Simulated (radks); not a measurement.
As II, configuration [Ar] 3d10 4s2 4p1 4d1 (not the ground configuration).

Calculated with a radial shooting solver on a logarithmic mesh with Libxc functionals: scalar-relativistic Kohn-Sham, BLYP, spin-polarised, spherical densities, finite nucleus; open shells are filled with parallel spins first; Fermi nuclear charge, rms radius 4.0968 fm.

Energy parts (hartree):
total: -2260.50258
kinetic: 2304.14977
electron-nucleus: -5432.59465
Hartree: 951.57883
exchange-correlation: -83.63653

Orbitals (lengths in bohr, moments of r in powers of bohr; <r^-3> diverges for s and p1/2; r(max) is where P^2 peaks; r(90%) holds 90 % of the orbital's charge):
orbital  occ.  eigenvalue (hartree)  r(90%)   r(max)   <1/r>  <r^-3>
1s up       1             -431.3108  0.0813  0.02973   33.47       -
1s down     1             -431.3089  0.0813  0.02973   33.47       -
2s up       1             -55.15895   0.314   0.1701   7.368       -
2s down     1             -55.15734   0.314   0.1701   7.368       -
2p up       3             -48.44162   0.289   0.1362   7.222    1107
2p down     3             -48.43940   0.289   0.1362   7.222    1107
3s up       1              -7.49348   0.894   0.5215   2.385       -
3s down     1              -7.49029   0.894   0.5215   2.385       -
3p up       3              -5.41656   0.947   0.5207   2.233   153.6
3p down     3              -5.41301   0.947   0.5207   2.233   153.6
3d up       5              -2.00051    1.14   0.4761   1.910   16.96
3d down     5              -1.99526    1.13   0.4761   1.913   17.00
4s up       1              -0.98620    2.72    1.573  0.7185       -
4s down     1              -0.94651    2.71    1.561  0.7238       -
4p up       1              -0.60109    3.34    1.848  0.5874   11.54
4p down     0              -0.55876    3.37    1.836  0.5878   11.66
4d up       1              -0.18154    6.37    3.268  0.3142  0.4342

The highest occupied level is 4d up at -4.940 eV. The configuration is held as typed, so some empty levels lie below it. Summed over all electrons, <r^2> = 42.53 bohr^2, which gives a Langevin (diamagnetic) susceptibility term of -33.7 x 10^-6 cm^3/mol. The density falls to 0.001 e/bohr^3 at r = 4.43 bohr. The spin density at the nucleus is -0.6342 e/bohr^3 (1s -0.0915, 2s 0.0081, 3s 0.0436, 4s -0.5944). Spin moment in Bohr magnetons: 2. The electron density at the nucleus is 3.602e+04 e/bohr^3 (large components only).
